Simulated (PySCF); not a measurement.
An unknown shows these calculated signals:

¹H NMR (500 MHz, computed): δ 6.10 (m, 1H), 2.94 (s, 2H), 2.05 (m, 3H).

¹³C{¹H} NMR (computed): δ 228.5 (C), 121.3 (C), 118.8 (C), 102.0 (CH), 79.8 (C), 23.0 (CH2), 16.4 (CH3).

[PySCF 2.14.0 with density-fitted response routines: NMR shieldings at PBE0/pcSseg-1/GIAO; coordinates at the GFN2-xTB level; averaged over atoms made equivalent by symmetry, fast rotation or ring inversion; single conformer; non-relativistic; isolated molecule]

Chemical shifts δ = σref − σ; ¹H and ¹³C against TMS, all at this level.

Which of these does the molecule contain: a nitrile, a non-aromatic C=C double bond, a ketone, a benzene ring, a Si–H bond?

## Answers


- A nitrile: yes (δC 118.8).
- A non-aromatic C=C double bond: yes.
- A ketone: no.
- A benzene ring: no.
- A Si–H bond: no.

The data belong to `N#CC(=C=CC)CC#N`, C7H6N2; they needn't prove each group on their own.

Carbon signals by region: 1 in the far downfield region (above 160 ppm), 3 in the sp2 and nitrile region (100–160 ppm), 1 at 50–100 ppm, 2 below 50 ppm. Above 160 ppm: 228.5, central carbon of an allene.

Shifts are as computed. Against solution values, carbons near 30 ppm lie about +3 ppm off and those near 130 ppm about +5 ppm (rms about the fit 2.1 ppm; single classes can miss by 10 ppm). Of 1328 compounds with measured shifts, 309 miss one by over three times the rms of a fit or turn the order of signals round; such compounds aren't used in these exercises. Signals without a measured value on file couldn't be tested in this way; 1H shifts scatter by 0.2 ppm about their fit, and single ones miss by 0.5 ppm. No couplings were computed; multiplicities are counted from neighbouring protons, with m where these are inequivalent, close in shift, in a saturated or five-membered ring or joined by F or P, and br s for small geminal =CH2 splittings.
